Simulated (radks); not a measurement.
Values are calculated unless marked as measured or tabulated.
Q: Ionisation of neutral cadmium, [Kr] 4d10 5s2, to [Kr] 4d10 5s1 as the strength of local exchange is varied. Level of theory: Dirac Kohn-Sham, Slater X-alpha exchange (alpha = 2/3 is LDA exchange), no correlation, spin-unpolarised, spherical densities, finite nucleus; Fermi nuclear charge, rms radius 4.6087 fm (a radial shooting solver on a logarithmic mesh with Libxc functionals).

| alpha | E(Cd) (hartree) | exchange (hartree) | IE (eV) | -e of the level emptied (eV) | <r> of it (bohr) |
|---|---|---|---|---|---|
| 0.578 | -5567.05671 | -125.21753 | 7.905 | 4.358 (5s1/2) | 3.006 |
| 0.622 | -5576.59712 | -134.98366 | 8.221 | 4.640 (5s1/2) | 2.968 |
| 0.643 | -5581.15633 | -139.65637 | 8.374 | 4.777 (5s1/2) | 2.950 |
| 0.646 | -5581.80795 | -140.32451 | 8.396 | 4.797 (5s1/2) | 2.947 |
| 0.667 | -5586.37147 | -145.00579 | 8.550 | 4.935 (5s1/2) | 2.930 |
| 0.727 | -5599.43084 | -158.42212 | 8.997 | 5.339 (5s1/2) | 2.881 |
| ? | -5586.15407 | -144.78270 | 8.543 | 4.929 (5s1/2) | 2.930 |

Which alpha was used in the last row?

A: alpha = 0.666. NIST Atomic Spectra Database: 8.994 eV (measured). The Delta-SCF value meets it near alpha = 0.73. Spin polarisation and multiplet splitting are left out, so open shells lie too high by an amount that depends on their filling.

Beside tabulated values, note that spin-unpolarised runs miss the spin-polarisation part of the exchange energy of open shells.
